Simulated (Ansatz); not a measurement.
Stepwise reaction of `[CH3][In]([CH3])[NH2]` with hydrogen chloride, as a gas-phase model of exchange steps in deposition or etching. ΔE in kJ/mol.

Gas-phase electronic energies from Ansatz, PBE0-D4/def2-TZVP geometries. CBS: MP2 limit from def2 TZ/QZ plus the TZ coupled-cluster correction, frozen cores. This one scheme is used for every species. Functionals use def2-TZVPP. B3LYP here is the variant with VWN-RPA as its local correlation; programs differ in this. Elements past krypton have def2 core potentials. For In outer-core shells are correlated without core-valence functions, which leaves a few kJ/mol of doubt a bond. Each species was taken in one conformer, which may not be the lowest.

```tsv
step	reaction	PBE-D4	B3LYP-D4	ωB97M-V	CCSD(T)/CBS
1	`[CH3][In]([CH3])[NH2]` + HCl → `[CH3][In]([NH2])[Cl]` + CH₄	-155.1	-162.6	-158.0	-156.4
```

Problem. Give the row of step 2, `[CH3][In]([NH2])[Cl]` + HCl → `[NH2][In]([Cl])[Cl]` + CH₄. (Estimate.)

Solution. Ansatz gave: 
| step | reaction | PBE-D4 | B3LYP-D4 | ωB97M-V | CCSD(T)/CBS |
| --- | --- | --- | --- | --- | --- |
| 2 | `[CH3][In]([NH2])[Cl]` + HCl → `[NH2][In]([Cl])[Cl]` + CH₄ | -121.5 | -128.2 | -125.2 | -122.8 |

Problem. By hand: ΔE of the 2 steps together at CCSD(T)/CBS.

Solution. (-156.4) + (-122.8) = -279.2 kJ/mol, or -139.6 kJ/mol a step.

In ΔE each step is higher than the one before. All are downhill at CCSD(T)/CBS. PBE-D4 differs from CCSD(T)/CBS by 1.3 to 1.3 kJ/mol a step. Isolated molecules leave out the surface, adducts and barriers. Largest T1 diagnostic: 0.013.
